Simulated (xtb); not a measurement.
HfO$_{2}$, charge -1, doublet, at a GFN2-xTB geometry (such geometries of metal compounds can be far from the true shape) (the multiplicity is a formal guess).

Input for xtb:
```
$ xtb mol.xyz --gfn 2 --chrg -1 --uhf 1 --alpb acetone --json

# file mol.xyz
3

Hf     0.07930449    -0.00091257     0.09359019
O      0.87529993     0.28197236    -1.46253691
O     -1.58904031    -0.27375928     0.62022524
```

Q: What does this run give for the partial charges in atom order, total energy?

A: 
```json
{
  "partial_charges_in_atom_order": "Hf1 0.44, O2 -0.72, O3 -0.72",
  "total_energy": "-9.8027 Eh"
}
```
